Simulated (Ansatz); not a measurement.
Molecule: C4H11O, charge 1, multiplicity 1. It need not be the lowest isomer of its formula. 
Structure (B3LYP-D3(BJ)/def2-TZVP (Ansatz, a program for electronic structure) minimum search):
```xyz
16

C     -0.1594     1.5795     0.2441
C     -0.5863     0.1390     0.3007
C     -1.8214    -0.2180    -0.4791
O      0.5391    -0.7636    -0.3040
C      1.8825    -0.7715     0.3150
H      0.7469     1.7742     0.8153
H     -0.9550     2.1793     0.6900
H     -0.0291     1.9217    -0.7843
H     -0.6164    -0.2526     1.3156
H     -1.7560     0.1190    -1.5162
H     -2.0230    -1.2877    -0.4486
H     -2.6689     0.2974    -0.0248
H      2.3737     0.1812     0.1419
H      2.4174    -1.5973    -0.1438
H      1.7177    -0.9573     1.3709
H      0.5876    -0.6431    -1.2684
```
Charge +1, spin multiplicity 1.

Parts of the frozen-core correlation energy in 6-31G (Ansatz, hartree). Frozen orbitals: 5; correlated occupied orbitals by spin: 16 and 16; virtual: 46 and 46. No spin-orbit coupling. Non-relativistic.

```json
[
 {"term": "reference (HF)", "value": "-232.38052"},
 {"term": "MP2 opposite-spin", "value": "___"},
 {"term": "MP2 same-spin", "value": "-0.10330"},
 {"term": "CCSD correlation", "value": "___"},
 {"term": "(T)", "value": "___"},
 {"term": "T1 diagnostic", "value": "0.009"},
 {"term": "largest doubles amplitude", "value": "0.021"}
]
```

**Question.** Fill in the missing entries.

**Answer.** 
- MP2 opposite-spin, value: -0.37948
- CCSD correlation, value: -0.54036
- (T), value: -0.01155
